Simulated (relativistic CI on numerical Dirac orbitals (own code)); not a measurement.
## Cu2+: 3p photoemission

Computed with this model: Dirac-Coulomb-Breit CI, KLI orbitals optimised for each configuration, a model potential for QED, valence Slater integrals scaled by 0.7, multiplet model of photoemission in the sudden approximation; configurations [Ar] 3d9 → [Ne] 3s2 3p5 3d9; 300 K; Lorentzian 1.12 eV and Gaussian 0.6 eV FWHM. Energies are those of the free ion, without screening or charge transfer. The energies are binding energies and can lie tens of eV above those of solids. S is read from ⟨S²⟩ = S(S + 1).

Field parameters in Wybourne normalisation: Td as Oh with Dq negative (B⁴₀ = 21Dq, B⁴₄ = √(5/14) B⁴₀). The field is a parameter set, without covalency.

Peaks in eV (height, largest 100): 108.4 (100), 113.4 (89), 119.8 (47).

Question: Which surroundings give this spectrum?
A. free ion
B. Td, 10Dq = -11600 cm⁻¹
C. Td, 10Dq = -6550 cm⁻¹
D. Td, 10Dq = -4000 cm⁻¹

Answer: A. free ion, where the ground state has S = 0.50.
